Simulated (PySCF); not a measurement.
**Dipole response of La+ (lanthanum, charge +1)**

[Xe] 5d2, high-spin 3F determinant. All numbers are calculated (PySCF 2.14, scalar relativity by spin-free X2C-1e, in x2c-TZVPPall with one added diffuse shell each of s, p, d type (12s8p8d3f1g, 106 functions)). Coupled (time-dependent) response in atomic units; α is the mean over directions.

| method | mean α (bohr³) | α xx, yy, zz | C₆ (like pair) | S(−4) |
| --- | --- | --- | --- | --- |
| revPBE | 51.65 | 51.90, 51.90, 51.17 | 423.1 | 2842 |

S(−4) is the Cauchy moment in α(ω) = α(0) + S(−4) ω² + …

Spin-orbit coupling is absent.

α(iu) at revPBE:

```
u (hartree)  α(iu) (bohr³)
          0          51.65
     0.0500          45.79
      0.100          36.10
      0.200          24.11
      0.300          18.31
      0.500          12.28
      0.750          8.333
       1.00          6.038
       1.50          3.605
       2.00          2.420
       3.00          1.346
       5.00         0.6238
```

A single London oscillator, α(iu) = α/(1 + u²/ω²), gives C₆ = (3/4) ω α². Matching the computed C₆ needs ω = 4 × 423.1 / (3 × 51.65²) = 0.211 hartree.

For an ion, C₆ is the dispersion term alone; charge-induced terms of lower order in 1/R come first.

The components differ because the open shell of this determinant is not spherical; for a pure term their mean is the scalar polarisability.

Spin-orbit coupling, absent here, splits the open shell strongly.
